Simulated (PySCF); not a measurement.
PdF3, quartet: computed properties

These are results of UPBE0/[Pd def2-SVP with ECP28, F def2-SVP], scalar-relativistic core potentials, density fitting, no spin–orbit coupling, PySCF, not measurements.

The structure is a saddle point with 1 imaginary mode.

Coordinates in bohr (charge 0 multiplicity 4):
```
Pd    0.1072    0.0000   -0.0001
F     3.6376    0.0001   -0.0050
F    -2.1755    2.7761    0.0030
F    -2.1753   -2.7762    0.0030
```

| Quantity | Value |
| --- | --- |
| Point group | C2v |
| Bond lengths | Pd–F 1.868 Å, Pd–F 1.902 Å (×2) |
| Bond angles | F–Pd–F 101.1°, F–Pd–F 129.4° (×2) |
| Principal polarisabilities | 16.4, 38.2, 44.4 bohr³ |
| Zero-point energy (real modes) | 11.8 kJ/mol |
| Principal quadrupole moments (Buckingham, traceless) about the centre of mass | -5.20, -1.88, 7.08 D Å |
| Rotational constants | 0.2056, 0.1392, 0.08301 cm⁻¹ |
| Dipole moment | 1.17 D |
| Lowest empty level (β) | -6.95 eV |
| Highest occupied level (α) | -9.83 eV |
| Atomisation energy without zero-point energy | 743 kJ/mol |
| Spin squared ⟨S²⟩ | 3.762 |

Harmonic modes (masses in u: Pd 105.903, F 18.998):
```
symmetry  ω (cm⁻¹)  IR (km/mol)     type
      b2       62i            –     bend
      b1        74         24.2     bend
      a1       121          5.5     bend
      b2       551         72.2  stretch
      a1       587          0.3  stretch
      a1       646         72.4  stretch
```

In C2v the vibrations span 2b2 + b1 + 3a1. Here b1 is antisymmetric to the molecular plane and b2 lies in it.

Charges (e):
| atom | Mulliken | Löwdin | polar tensor | spin (Mulliken) | Mayer order to Pd1 |
| --- | --- | --- | --- | --- | --- |
| Pd1 | 0.97 | 0.44 | 1.46 | 1.79 | – |
| F2 | -0.31 | -0.13 | -0.51 | 0.40 | 1.00 |
| F3,4 | -0.33 | -0.16 | -0.48 | 0.40 | 0.94 |

Mulliken populations on Pd1 (electrons outside its core potential): s 2.40, p 6.37, d 8.26, f 0.01.

Outer orbital energies (eV). α occupied: -12.93, -12.79, -12.10, -11.51, -11.36, -10.99, -10.41, -9.83; empty: -1.27, 0.09, 1.07, 1.58. β occupied: -12.79, -12.68, -11.93, -11.72, -11.48, -10.83, -10.40, -9.97; empty: -6.95, -6.10, -5.46, -0.86.

Only a few start shapes were tried, so a lower isomer may exist. With open d or f shells other occupations or spin states may lie lower. At this level a doublet minimum of Cs symmetry lies 57 kJ/mol below this structure.

The final relaxation and frequency run took roughly 3 core-minutes on a shared host.
